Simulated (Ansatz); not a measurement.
Basis-set series for BrCdH₃OSi, SMILES `[SiH3][O][Cd][Br]`. Charge 0, multiplicity 1. Cd takes the def2 core potential. Geometry: relaxed with PBE0-D4/def2-TZVP. It is one conformer, not always the lowest.

```xyz
7

Si   -1.102   -0.304   -0.578
O     0.229   -0.711    0.262
Cd    1.780    0.244    0.978
Br    3.714    1.303    1.894
H    -1.912   -1.527   -0.824
H    -1.946    0.682    0.162
H    -0.763    0.313   -1.894
```

| functional | basis | functions | energy (Eh) | HOMO (eV) | LUMO (eV) |
| --- | --- | --- | --- | --- | --- |
| PBE0-D4 | def2-SVP | 110 | -3107.52216 | -8.12 | -2.04 |
| PBE0-D4 | def2-QZVPP | 394 | -3108.14940 | -8.27 | -2.17 |
| ωB97M-V | def2-SVP | 110 | -3107.77206 | -10.36 | -0.19 |
| ωB97M-V | def2-QZVPP | 394 | -3108.39943 | -10.55 | -0.49 |

(1) Give the rows for def2-TZVPP. (Best estimate.)

Answers

(1) The calculation gave: 
```json
{"functional": "PBE0-D4", "basis": "def2-TZVPP", "functions": "219", "energy (Eh)": "-3108.07717", "HOMO (eV)": "-8.25", "LUMO (eV)": "-2.16"}
{"functional": "ωB97M-V", "basis": "def2-TZVPP", "functions": "219", "energy (Eh)": "-3108.33041", "HOMO (eV)": "-10.53", "LUMO (eV)": "-0.37"}
```

Scalar relativity is left out up to krypton.

Program: Ansatz 0.2.0.
